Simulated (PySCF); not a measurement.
Mapped SMILES: `[F:1][C@@H:2]1[CH2:3][C@@H:4]([F:5])[SiH2:6]1`. Hydrogens are named by the atom that carries them.

Geometry: PBE0-D3(BJ)/def2-SVP; GIAO shifts from PySCF 2.14, gas phase, non-relativistic, averaged over equivalent atoms.

At KT3/pcSseg-1 (139 basis functions, 17 s wall time on 1 thread of an Arm Neoverse V1, shared host):
```tsv
atoms	δ (ppm)
F1/F5	-238.1
C2/C4	84.3
C3	46.3
Si6	-26.0
H(C2)/H(C4)	5.19
H(Si6)	4.76
H(C3)	2.93
```

Scale: ¹⁹F (149.45 ppm) against CFCl3; ¹³C (182.31 ppm) and ²⁹Si (365.51 ppm) and ¹H (31.32 ppm) against TMS (reference shieldings calculated alike).

Problem. Estimate the result of repeating the calculation with PBE0/cc-pVTZ.

Solution. 
| atoms | δ at PBE0/cc-pVTZ | change |
| --- | --- | --- |
| F1/F5 | -229.3 | +8.8 |
| C2/C4 | 83.7 | -0.6 |
| C3 | 44.1 | -2.2 |
| Si6 | -26.0 | +0.0 |
| H(C2)/H(C4) | 5.11 | -0.08 |
| H(Si6) | 4.87 | +0.11 |
| H(C3) | 2.82 | -0.11 |

δ = σ(ref) − σ, references computed at the same level: ¹⁹F (182.60 ppm) against CFCl3; ¹³C (187.29 ppm), ²⁹Si (360.00 ppm), ¹H (31.29 ppm) vs TMS.

The largest change is at F1/F5 (fluorine on an sp3 carbon). Cost: 268 basis functions, 33 s wall time on 1 thread of an Arm Neoverse V2, shared host.

Unscaled 19F shifts against computed CFCl3 carry errors that often reach 10 to 50 ppm.
